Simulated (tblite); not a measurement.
Compound: C6H10FN.
Geometry (GFN2-xTB, Å), atoms numbered from 1 in this order:
```
atom  x, y, z in Å
C1    -2.9654    0.4890    0.2093
C2    -1.9149    0.4676    1.0234
N3    -0.6183    0.7368    0.6680
C4     0.0951    0.1259   -0.1731
C5    -0.2670   -1.1294   -0.9069
C6     1.4808    0.6676   -0.4206
C7     2.4988    0.0337    0.5257
F8     2.6952   -1.2916    0.2189
H9    -2.8524    0.6396   -0.8509
H10   -3.9680    0.4078    0.5878
H11   -2.0395    0.3715    2.0958
H12   -0.3946   -0.9078   -1.9661
H13   -1.1926   -1.5507   -0.5218
H14    0.5368   -1.8565   -0.8119
H15    1.7843    0.4707   -1.4498
H16    1.4861    1.7415   -0.2358
H17    3.4757    0.5189    0.4341
H18    2.1510    0.0715    1.5621
```

Computed with GFN2-xTB (tblite): harmonic, unscaled wavenumbers at the GFN2-xTB geometry, gas phase. Errors from tens to a few hundred cm⁻¹ against measured bands are possible. One conformer, not necessarily the lowest.

Harmonic wavenumbers (cm⁻¹): 35.9, 86.8, 122.6, 131.2, 177.1, 205.3, 219.7, 341.8, 397.5, 457.3, 546.1, 591.8, 687.3, 805.4, 841.3, 872.5, 937.6, 970.2, 978.4, 992.8, 1026.6, 1044.1, 1072.3, 1141.1, 1198.5, 1210.7, 1234.6, 1275.5, 1308.9, 1322.7, 1382.5, 1400.9, 1437.7, 1444.4, 1461.9, 1469.1, 1659.8, 1751.4, 2948.8, 2962.4, 2999.9, 3006.8, 3014.5, 3033.4, 3035.5, 3046.2, 3110.4, 3143.4.

A = 4718, B = 1024, C = 952.4 MHz; mass 115.080 u (most abundant isotopes); point group C1, symmetry number 1.

Question: What is the zero-point energy?

Answer: Half the sum of the wavenumbers: 32271 cm⁻¹ = 92.27 kcal/mol.

Question: Entropy at 298.15 K, 1 bar (ideal gas, RRHO, classical rotation)?

Answer: Translation 40.16, rotation 28.64, vibration 27.43: S = 96.2 cal/(mol K).

Question: And Cp and H(298.15 K) − H(0)?

Answer: Cp = 35.04 cal/(mol K), of which vibrations give 27.09 (their classical limit is 48 R = 95.4); H(298.15 K) − H(0) = 6.57 kcal/mol without the zero-point energy, 4.20 from vibrations.

Question: How do the functions run with temperature in this model?

Answer: 
```tsv
T (K)	S (cal/(mol K))	Cp (cal/(mol K))	H − H(0) (kcal/mol)	G − H(0) (kcal/mol)	ln q(vib)
50	57.9	13.1	0.50	-2.39	0.59
100	68.8	18.6	1.30	-5.57	1.79
373.15	104.8	41.9	9.46	-29.66	8.48
500	118.6	52.3	15.45	-43.84	11.44
750	142.8	67.1	30.51	-76.60	17.08
1000	163.5	76.8	48.58	-114.95	22.38
```

q(vib) and H(0) count from the zero-point level.

Question: Blend soft modes into free rotors: weight 1/[1 + (100 cm⁻¹/ν̃)⁴] for the oscillator and the rest for a rotor with moment μB/(μ + B), μ = h/(8π²ν), B = 10⁻⁴⁴ kg m². What vibrational entropy results?

Answer: 25.19 cal/(mol K) in place of 27.43, which changes −T·S at 298.15 K by +0.67 kcal/mol.

Hindered rotation and anharmonicity are outside this model. Other conformers, if any are populated, would add a mixing term that is left out. The structure is chiral; the term R ln 2 for an equal mix with its mirror image is left out.
